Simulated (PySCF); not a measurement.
Estimate the missing entries of this data sheet.

Compound: C4H2ClN3O2.
SMILES: `O=C(O)c1ncnc(Cl)n1`

Conformer (atom-mapped SMILES and torsion angles): `[O:1]=[C:2]([OH:3])[c:4]1[n:5][cH:6][n:7][c:8]([Cl:9])[n:10]1`: O1–C2–C4–N5 0°, H–O3–C2–O1 0°.

```csv
property,level,value
point group of the GFN2-xTB geometry,GFN2-xTB,Cs
"rotational constants A, B, C of the GFN2-xTB geometry",GFN2-xTB,"2.401, 0.774, 0.585 GHz"
dipole moment,wB97X-D/def2-SVPD,0.77 D
HOMO energy,wB97X-D/def2-SVPD,-10.38 eV
LUMO energy,wB97X-D/def2-SVPD,-1.21 eV
lowest singlet excitation,TDDFT wB97X-D/def2-SVPD,"4.06 eV (305 nm, f = 0.000)"
strongest line among the 8 lowest singlet transitions,TDDFT wB97X-D/def2-SVPD,?
lowest triplet excitation (Tamm–Dancoff),TDA wB97X-D/def2-SVPD,3.72 eV
static isotropic polarisability,wB97X-D/def2-SVPD,84.6 au
electronic spatial extent ⟨r²⟩ about the centre of nuclear charge,wB97X-D/def2-SVPD,1709 bohr²
13C chemical shifts (computed TMS as zero) by class,GIAO PBE0/pcSseg-1,"185.1 (1 C), 174.4 (1 C), 168.0 (1 C), 166.1 (1 C) ppm"
1H chemical shifts (computed TMS as zero) by class,GIAO PBE0/pcSseg-1,?
"isotropic shieldings of nuclei other than C and H, by class",GIAO PBE0/pcSseg-1,?
```

Gas-phase values; electronic properties from PySCF, density fitting. Geometry: GFN2-xTB, one conformer, isolated molecule.

The strongest line among the 8 lowest singlet transitions?

S7 at 6.42 eV (193 nm, f = 0.072).

Give the 1H chemical shifts (computed TMS as zero) by class.

9.49 (1 H), 6.99 (1 H) ppm.

The isotropic shieldings of nuclei other than C and H, by class?

-60 (1 N), -55 (1 N), -50 (1 N), -118 (1 O), 128 (1 O), 599 (1 Cl) ppm.

A dipole of 0.77 D is allowed in Cs, and pure rotational transitions are dipole-allowed. The polarisability is 12.54 Å³ as a volume (1 au = 0.148185 Å³), or 1.06 au for each of the 80 electrons. The 8 singlets span 4.06 to 6.49 eV, and their oscillator strengths add up to 0.10. No computed singlet falls in the visible range (750 to 380 nm, 1.65 to 3.26 eV); S1 lies 0.80 eV above its blue end. The dipole equals about 2.6 × 10⁻³⁰ C·m (1 D = 3.33564 × 10⁻³⁰ C·m). The principal polarisabilities are 50.2, 90.4 and 113.3 au; their mean is the isotropic value.

For the NMR shielding job (PBE0/pcSseg-1), the run took 38 s wall on one thread of an Arm Neoverse V1 (shared host).
